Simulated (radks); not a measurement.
Coulomb parameter of the 3d shell of the iron ion Fe2+ in the model configuration [Ar] 3d4.5 4p1.5, as a second difference U = [E(n + 1) + E(n - 1) - 2 E(n)] / (1)^2 with all orbitals relaxed. "Bare": the charge of the atom changes with n. "Screened": the 4p shell takes up the change at fixed total charge, which measures U(3d,3d) + U(4p,4p) - 2 U(3d,4p). Method: Dirac Kohn-Sham, PBE, spin-unpolarised, spherical densities, finite nucleus; open shells are shared between the two j in proportion to 2j + 1; Fermi nuclear charge, rms radius 3.7377 fm; computed with a radial shooting solver on a logarithmic mesh with Libxc functionals.

case,configuration,E - E(n) (eV)
start,[Ar] 3d4.5 4p1.5,0.000
bare +1,[Ar] 3d5.5 4p1.5,-28.633
bare -1,[Ar] 3d3.5 4p1.5,46.469
screened +1,[Ar] 3d5.5 4p0.5,-16.455
screened -1,[Ar] 3d3.5 4p2.5,22.332

U(bare) = 17.836 eV, U(screened by 4p) = 5.877 eV.
